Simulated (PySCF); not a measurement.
# TPSS on Al (aluminium, neutral)

Configuration: [Ne] 3s2 3p1, 2P determinant. Computed with PySCF 2.14 in aug-cc-pVDZ-DK (5s4p2d, 27 functions), with scalar relativity by spin-free X2C-1e.

* Total energy: -242.8150 hartree
* One-electron energy: -337.1972 hartree
* Hartree (Coulomb) energy: 113.0101 hartree
* Exchange-correlation energy: -18.6280 hartree
* ⟨S²⟩: 0.7567
* ⟨L²⟩: 2.021
* Sum of ⟨r⟩: 13.59 bohr
* Sum of ⟨r²⟩: 32.52 bohr²
* Traceless quadrupole moment −½Σ⟨3z² − r²⟩ along its main axis: -5.33 e·bohr²
* Langevin diamagnetic susceptibility: -25.8 ×10⁻⁶ cm³/mol
* Time after the integrals: 0.28 s of wall time on 1 thread of Neoverse-V2 (shared host)

```
shell  electrons  mean orbital energy (eV)  spread (eV)  rms radius, mean of both spins (bohr)
 1s α          1                   -1517.8            0                                  0.139
 1s β          1                   -1517.7            0                                  0.139
 2s α          1                   -109.51            0                                  0.681
 2s β          1                   -109.45            0                                  0.681
 2p α          3                   -70.117        0.145                                  0.679
 2p β          3                   -70.047        0.280                                  0.679
 3s α          1                    -8.059            0                                   2.77
 3s β          1                    -7.304            0                                   2.77
 3p α          1                    -3.249            0                                   3.66
```

Densities and radii are taken from the X2C orbitals without a picture-change correction, which distorts them close to the nucleus.
